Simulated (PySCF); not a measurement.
Gas-phase reaction: 2 GaCl3 + GaH3 = 3 GaHCl2

Energies from PySCF, thermal terms from the rigid-rotor harmonic-oscillator model, ideal gas at 1 bar. † marks an energy on the PBE0/def2-TZVP geometry and frequencies; other levels use their own. All species are closed-shell singlets. Ga: all electrons, no relativistic terms. GaH3, GaHCl2: computed as isolated molecules; such fragments, hydroxides, amides, oligomers or adducts are transient or little studied in the gas.

PBE0/def2-QZVP† gives ΔH°(298 K) = -50 kJ.

Task: What do LDA/def2-TZVP†, HF/def2-TZVP†, PBE/def2-SVP give?

Result: LDA/def2-TZVP†: -54 kJ; HF/def2-TZVP†: -45 kJ; PBE/def2-SVP: -52 kJ. For scale, ΔH°(298 K) is -50 kJ at this level, -46 kJ at ωB97M-V/def2-TZVP†, and runs from -76 to -34 kJ over the 20 levels computed.
